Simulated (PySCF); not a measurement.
C₃HBrClF, SMILES FC(Cl)=C=CBr.

Coordinates come from a r2SCAN-D4/def2-SVP optimisation.

These are PySCF with TDDFT-B3LYP/def2-SVPD values and carry that method's errors.

Vertical excitations. 

```tsv
state	energy (eV)	λ (nm)	f	main pairs
S1	4.50	275	0.000	HOMO→LUMO 85 %, HOMO→LUMO+1 13 %
S2	4.83	257	0.001	HOMO−1→LUMO+1 80 %, HOMO−1→LUMO 18 %
S3	5.26	236	0.002	HOMO−1→LUMO 40 %, HOMO→LUMO+1 40 %, HOMO−1→LUMO+1 10 %
S4	5.59	222	0.001	HOMO−2→LUMO 99 %
S5	5.65	220	0.006	HOMO−2→LUMO+1 97 %
S6	6.07	204	0.728	HOMO→LUMO+1 39 %, HOMO−1→LUMO 34 %, HOMO→LUMO 6 %, HOMO−1→LUMO+1 6 %
S7	6.63	187	0.005	HOMO−1→LUMO+2 74 %, HOMO−3→LUMO+1 17 %
S8	6.78	183	0.001	HOMO→LUMO+3 88 %
S9	6.82	182	0.004	HOMO−3→LUMO 51 %, HOMO→LUMO+2 34 %
S10	6.87	181	0.007	HOMO−3→LUMO+1 63 %, HOMO−1→LUMO+2 17 %, HOMO→LUMO+2 14 %
T1	3.83	324	0	HOMO→LUMO+1 42 %, HOMO−1→LUMO 31 %, HOMO→LUMO 10 %
T2	3.95	314	0	HOMO−1→LUMO 46 %, HOMO→LUMO+1 30 %, HOMO→LUMO 8 %
T3	4.16	298	0	HOMO→LUMO 79 %, HOMO→LUMO+1 19 %
T4	4.42	280	0	HOMO−1→LUMO+1 85 %
```
Triplets are in the Tamm–Dancoff approximation, which puts them higher than full response would, so one can lie above its singlet here.
